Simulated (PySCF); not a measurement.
## Correlation energy of Ge²⁺ (germanium, charge +2)

[Ar] 3d10 4s2, closed-shell 1S. Calculation: PySCF 2.14, in aug-cc-pVDZ-DK; scalar relativity by spin-free X2C-1e. Frozen: [Ar] 3d10; 2 electrons correlated.

Total MP2 correlation energy: -25.68 mhartree.

Same-spin part 0.00 and opposite-spin part -25.68 mhartree; SCS-MP2 scales them by 1/3 and 6/5 to -30.82 mhartree.

With two correlated electrons CCSD is exact within the correlated space (frozen core and kept virtual orbitals).

| level | correlation energy (mhartree) |
| --- | --- |
| CCSD | -38.04 |

Diagnostics: T1 = 0.0036, D1 = 0.0051, largest double amplitude 0.102.

Question: Is a single reference adequate?

Answer: Mostly. T1 lies below 0.03, but a double amplitude of this size points to a near-degeneracy that CCSD handles and MP2 describes poorly.
